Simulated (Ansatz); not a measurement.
BClHN3: where a starting geometry ends

The starting geometry of this gas-phase singlet was optimised with GFN2-xTB; its bonds are those of `[H]/N=[B-](/Cl)[N+]#N`.

```xyz
6

B    -0.9141   -1.8736   -1.3564
Cl   -2.1064   -0.6405   -1.2429
N    -1.1859   -4.3005   -2.0059
N    -1.3695   -3.2264   -1.7671
N     0.3889   -1.8835   -1.1480
H     1.0830   -2.6001   -1.2127
```

Task: Predict what it relaxes into with B3LYP-D3(BJ)/def2-SVP.

Result: It falls apart into BClHN + N2. Contacts that open: B1–N4 (1.49 → 3.48 Å).

The energy falls by 1.28 eV over 34 steps:

```tsv
step	E − E(last) (eV)
1	1.279
5	0.928
8	0.461
12	0.044
16	0.006
19	0.005
23	0.003
27	0.000
30	0.000
34	0.000
```

Final geometry (Å):

```xyz
6

B    -0.4869   -1.2963   -1.1425
Cl   -2.0441   -0.6073   -1.2247
N    -1.3822   -4.5254   -2.0968
N    -2.3723   -4.0465   -2.1357
N     0.6385   -1.8151   -1.0882
H     1.5429   -2.2340   -1.0450
```

The end wasn't checked by frequencies. Run with Ansatz 0.2.0, 48 s on 1 thread of Intel(R) Xeon(R) 6975P-C (Granite Rapids) (shared host).
